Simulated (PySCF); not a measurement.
**para-Fluorobenzonitrile: full NMR table**

| Property | Result |
| --- | --- |
| Formula | C7H4FN |
| SMILES | N#Cc1ccc(F)cc1 |
| InChI | InChI=1S/C7H4FN/c8-7-3-1-6(5-9)2-4-7/h1-4H |
| Point group of the computed structure | C2v |
| Degrees of unsaturation | 6 |
| Carbon signals | 5 |
| Proton signals | 2 |

Structure with atom numbers: `[N:1]#[C:2][c:3]1[cH:4][cH:5][c:6]([F:7])[cH:8][cH:9]1`. Hydrogens are named by the atom that carries them.

- B97-2/pcSseg-2 with gauge-including orbitals
- PBE0-D3(BJ)/def2-TZVP structure
- program: PySCF
- rapidly exchanging positions averaged, relativity neglected, one computed conformer, gas phase

Scale: ¹H and ¹³C against TMS; ¹⁹F vs CFCl3; NH3 for ¹⁵N (reference shieldings calculated alike).

| carbon | δC, type | δH (multiplicity) | HMBC from (2–3 bonds) | span of the C tensor (ppm) |
| --- | --- | --- | --- | --- |
| C2 | 124.6, C | – | H(C4)/H(C9) | 352 |
| C3 | 115.2, C | – | H(C4)/H(C9), H(C5)/H(C8) | 199 |
| C4/C9 | 143.1, CH | 7.91 (m) | H(C4)/H(C9), H(C5)/H(C8) | 233 |
| C5/C8 | 122.3, CH | 7.32 (m) | H(C4)/H(C9), H(C5)/H(C8) | 191 |
| C6 | 175.2, C | – | H(C4)/H(C9), H(C5)/H(C8) | 162 |

Other nuclei:
```
atoms  nucleus       environment  δ (ppm)  σ (ppm)
   F7      ¹⁹F     aryl fluorine   -104.6    280.6
   N1      ¹⁵N  nitrile nitrogen    304.8    -43.0
```

Carbon types of the structure: 3 × C, 4 × CH, which accounts for all hydrogens. δC 175.2: aromatic carbon bearing fluorine; σ withdrawal by the attached heteroatom moves it downfield of the ring CH carbons. δC 143.1, 122.3: aromatic CH. δC 124.6: nitrile carbon; C≡N carbons fall here, among the sp2 signals but without a proton. δC 115.2: substituted aromatic carbon. δH 7.91, 7.32: hydrogen on an aromatic CH; the ring current deshields protons in the ring plane.

Splittings by ¹⁹F in the carbon and heteronuclear signals aren't shown, as no couplings were computed. Shifts are as computed. Against solution values, carbons near 30 ppm lie about +3 ppm off and those near 130 ppm about +7 ppm. Of 1211 compounds with measured shifts, 218 miss one by over three times the rms of a fit or turn the order of signals round; such compounds aren't used in these exercises. Unscaled 19F shifts against computed CFCl3 carry errors that often reach 10 to 50 ppm. Experimental scales use liquid or dissolved standards, which lie at an offset from isolated NH3 (liquid NH3: subtract about 20 ppm). Unscaled 15N shifts of sp2 nitrogen come out 20 to 40 ppm too high even then. Multiplicities follow the n + 1 count of equivalent neighbours, as no J values were calculated; m marks all less simple cases, F and P coupling included.
